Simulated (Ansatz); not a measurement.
One geometry of [TcNCl4]2- (TcNCl4²⁻), several levels of theory.

```yaml
crystal:
  periodic: [false, false, false]
  atoms:
    - {symbol: Tc, position_ang: [0.000139, -0.000234, 0.141132]}
    - {symbol: N, position_ang: [0.002244, -0.005774, 1.725441]}
    - {symbol: Cl, position_ang: [2.369902, 0.012958, -0.469370]}
    - {symbol: Cl, position_ang: [-0.017565, 2.371985, -0.459616]}
    - {symbol: Cl, position_ang: [-2.371050, -0.010100, -0.463865]}
    - {symbol: Cl, position_ang: [0.016320, -2.368847, -0.473721]}
basis:
  gaussian: {orbitals: def2-TZVPD, initial_orbitals: start.molden}
total_charge: -2
magnetization: {spin_polarized: true, initial_magnetization: 0}
hamiltonian: {xc: pbe0, dispersion: d4}
scf: {omitted_lower_state_checks: [starts]}
output: {orbitals: {seedname: orbitals}}
```

The file start.molden holds the orbitals of an earlier run on this structure, at another level or in another basis.

```sh
$ ansatz run in.yaml --threads 4 --pin off --events-out ev --progress --plain --max-ram 8704MiB
```

Output, abridged:

```
Functional definition: PBE0
1785 factors; their error is unknown
mean field evaluation 1: about -53764.8648 eV, gradient 1.5e2 eV
mean field evaluation 2: about -53769.3559 eV, gradient 6.7e0 eV
mean field evaluation 4: about -53770.1016 eV, gradient 1.2e-2 eV
mean field evaluation 8: about -53770.2287 eV, gradient 1.4e-5 eV
mean field -53770.22869327 eV, -1976.0194577077 hartree, gradient 1.4e-5 eV, S^2 0.000000; 0 other end points of the search recorded, 0 dependent functions left out
reference -53770.22873549 eV, -1976.0194592590 hartree; 46, 46 occupied and 215, 215 virtual orbitals, 1785 factors
Total energy: -53770.59953266 eV, -1976.0330858039 hartree
Checks for a lower state left out: starts
```

Run time 21 s (4 threads of Arm Neoverse V1 on a shared host), peak host memory 1.4 GiB.

As the first input, with `hamiltonian: {xc: pbe, dispersion: d4}` (abridged; 7.5 s):

```
Functional definition: PBE
mean field -53768.02343924 eV, -1975.9384161167 hartree, gradient 2.3e-5 eV, S^2 0.000000
Total energy: -53768.45278940 eV, -1975.9541944442 hartree
Checks for a lower state left out: starts
```

First input, but with `hamiltonian: {xc: r2scan, dispersion: d4}` (abridged; 18 s):

```
Functional definition: r2SCAN
mean field -53786.25297483 eV, -1976.6083391934 hartree, gradient 1.5e-5 eV, S^2 0.000000
Total energy: -53786.35050944 eV, -1976.6119235243 hartree
Checks for a lower state left out: starts
```

Geometry: PBE0-D4/def2-SVPD, that of the charge -2 singlet.

In the def2 sets Tc takes a core potential; there is no spin–orbit coupling. A multiply charged anion in the gas phase is held together partly by the finite basis. Removing one electron lowers the energy by 0.78 eV at PBE0-D4/def2-TZVPD, so it isn't bound. At PBE0-D4/def2-TZVPD, PBE-D4/def2-TZVPD, r2SCAN-D4/def2-TZVPD the highest occupied level of the charge -2 singlet lies above zero (up to 3.77 eV). By energy differences it is unbound by 1.17 eV (vertical, against the charge -1 doublet, at PBE-D4/def2-TZVPD) and held by the finite basis.
